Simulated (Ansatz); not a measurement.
A relaxation, step by step

SiNH8OF, singlet, PBE0-D4/def2-TZVP (Ansatz 0.2.0). Settings:

```yaml
hamiltonian: {xc: pbe0, dispersion: d4}
relax: {f_tol: 0.005, max_steps: 200}
```

Start, a step off a saddle point along its unstable mode:

```xyz
12
angstrom
Si -1.0132 0.4690 -0.8078
N 0.1321 -0.8556 -0.6680
H -1.1727 0.5509 -2.2664
H -2.3626 0.1555 -0.2479
H -0.4667 1.7946 -0.4166
H 0.1624 0.1983 1.6131
F -0.6155 0.3438 1.6091
H 1.2877 -0.3653 0.4916
O 1.5874 -0.1352 1.2632
H 0.5332 -1.1142 -1.5571
H -0.1927 -1.6954 -0.2106
H 2.1208 0.6537 1.1974
```

```tsv
step	energy less the last (meV)	largest force component (eV/Å)
1	1930.7	15.093
2	153.8	1.245
3	83.9	0.291
4	63.6	0.476
5	53.4	0.360
6	46.9	0.181
7	41.6	0.102
8	38.1	0.332
9	31.8	0.195
10	27.6	0.036
11	23.2	0.197
12	19.4	0.161
13	13.5	0.184
14	8.4	0.138
15	4.5	0.108
16	2.1	0.107
17	0.8	0.084
18	0.3	0.044
19	0.1	0.014
20	0.0	0.006
21	0.0	0.004
```

Step 12, positions (Å) and forces (eV/Å):

```json
{"atom": "Si1", "x": "-1.045", "y": "0.515", "z": "-1.131", "Fx": "-0.098", "Fy": "0.031", "Fz": "-0.040"}
{"atom": "N2", "x": "-0.092", "y": "-0.867", "z": "-0.653", "Fx": "-0.018", "Fy": "-0.127", "Fz": "-0.055"}
{"atom": "H3", "x": "-0.726", "y": "0.769", "z": "-2.568", "Fx": "-0.020", "Fy": "-0.012", "Fz": "0.142"}
{"atom": "H4", "x": "-2.521", "y": "0.327", "z": "-0.982", "Fx": "0.161", "Fy": "0.018", "Fz": "-0.024"}
{"atom": "H5", "x": "-0.634", "y": "1.689", "z": "-0.311", "Fx": "-0.032", "Fy": "-0.066", "Fz": "-0.063"}
{"atom": "H6", "x": "0.467", "y": "-0.129", "z": "2.013", "Fx": "-0.035", "Fy": "-0.017", "Fz": "-0.005"}
{"atom": "F7", "x": "-0.421", "y": "-0.370", "z": "2.279", "Fx": "0.072", "Fy": "0.011", "Fz": "-0.010"}
{"atom": "H8", "x": "1.410", "y": "-0.170", "z": "0.316", "Fx": "-0.066", "Fy": "-0.049", "Fz": "-0.019"}
{"atom": "O9", "x": "1.812", "y": "0.106", "z": "1.168", "Fx": "0.004", "Fy": "0.009", "Fz": "0.044"}
{"atom": "H10", "x": "0.077", "y": "-1.550", "z": "-1.382", "Fx": "-0.030", "Fy": "0.085", "Fz": "0.119"}
{"atom": "H11", "x": "-0.413", "y": "-1.338", "z": "0.190", "Fx": "0.044", "Fy": "0.092", "Fz": "-0.100"}
{"atom": "H12", "x": "2.087", "y": "1.019", "z": "1.059", "Fx": "0.016", "Fy": "0.026", "Fz": "0.010"}
```

Last step (21):

```
atom    x (Å)    y (Å)    z (Å)
 Si1  -1.1423   0.5595  -1.3158
  N2  -0.2412  -0.6981  -0.5185
  H3  -0.4806   0.8096  -2.6213
  H4  -2.5755   0.2419  -1.5646
  H5  -1.0685   1.7717  -0.4625
  H6   0.7820  -0.3905   2.1294
  F7  -0.0363  -0.7134   2.5101
  H8   1.3376  -0.1036   0.3146
  O9   1.9108   0.0494   1.1011
 H10  -0.0624  -1.5294  -1.0659
 H11  -0.5803  -0.9742   0.3995
 H12   2.1568   0.9771   1.0939
```

The run took about 87 s on 4 CPU threads of an Intel Xeon (shared host).
